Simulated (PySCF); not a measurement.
C₄H₁₀OSi, SMILES C[SiH2]C1COC1.

The structure is a stationary point at PBE0-D3(BJ)/def2-SVP. The structure was generated by enumeration, and PubChem lists no compound with its InChIKey, so it may never have been made. The values are those of a single conformer.

Computed with CAM-B3LYP/def2-TZVP (PySCF).

### Question
Estimate the frontier levels, gap, dipole moment and polarisability. (Estimate from the structure and the level; the computed values follow.)

### Answer

The highest occupied level comes out as -8.55 eV and the lowest empty level comes out as 1.49 eV. The orbital gap is 10.04 eV. The dipole moment comes out as 0.446 e·Å. The quadrupole, principal values (traceless, Buckingham form, about the centre of nuclear charge) is -7.98, 2.75, 5.23 D·Å and the mean static polarisability is 74.9 bohr³ (11.10 Å³). The polarisability, principal values comes out as 66.3, 75.2, 83.2 bohr³.
